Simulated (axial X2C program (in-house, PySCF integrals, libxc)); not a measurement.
# CSe⁻: from Re and ωe to a spectrum

A bond curve at the PBE0 level, two-component, was computed with an axial X2C code built on PySCF integrals (basis Se dyall-acv3z [9s10p7d5f1g], C dyall-av3z [8s7p3d2f] (cores contracted in-house)) for the state Ω = 1/2 (⟨Sz⟩ = -0.50, ⟨Lz⟩ = 1.00 at PBE0). Its fit gives Re = 1.7712 Å, ωe = 820.5 cm⁻¹, ωexe = 4.18 cm⁻¹ and αe = 3.907e-03 cm⁻¹; the masses are 79.9165 and 12.0000 u. Two-component means X2C with spin–orbit coupling and atomic mean-field Coulomb and Gaunt terms.

Find the reduced mass, Be and the force constant.

From the PBE0 values: μ = 10.4334 u. Be = 16.8576/(μ Re²) = 0.515 cm⁻¹. k = 5.8918×10⁻⁷ μ ωe² = 4.14 mdyn/Å.

Estimate the centrifugal constant by the Kratzer relation.

D = 4Be³/ωe² = 8.12e-07 cm⁻¹.

A Morse curve ties αe to the other constants (Pekeris). How well does that hold?

αe(Morse) = 6Be²/ωe × (√(ωexe/Be) − 1) = 3.586e-03 cm⁻¹; the PBE0 curve gives 3.907e-03 cm⁻¹, a ratio of 0.92.

Where do the fundamental and the first overtone lie?

ν(1←0) = ωe − 2ωexe = 812.1 cm⁻¹; ν(2←0) = 2ωe − 6ωexe = 1615.9 cm⁻¹.

Estimate De from a Morse curve and compare with the computed well depth of 4.570 eV to Se- + C.

De(Morse) = ωe²/(4ωexe) = 4.992 eV against 4.570 eV computed, a ratio of 1.09. For De the Morse form works well here.

Occupations by symmetry block were frozen at the best pattern of an incomplete PBE0 search. Dissociation energies refer to the lowest single-determinant-based atoms at the same level and basis. Density functionals use the spin component along the axis (collinear). A 2c atom that is not at its ground J level misses part of its spin–orbit lowering, and De is too large by that part (0.04 eV or less for light atoms). This holds for PBE0. Without a current term, density functionals place determinants with orbital angular momentum somewhat too high. The highest occupied level of some functionals is positive through self-interaction error; at Hartree–Fock it is bound.
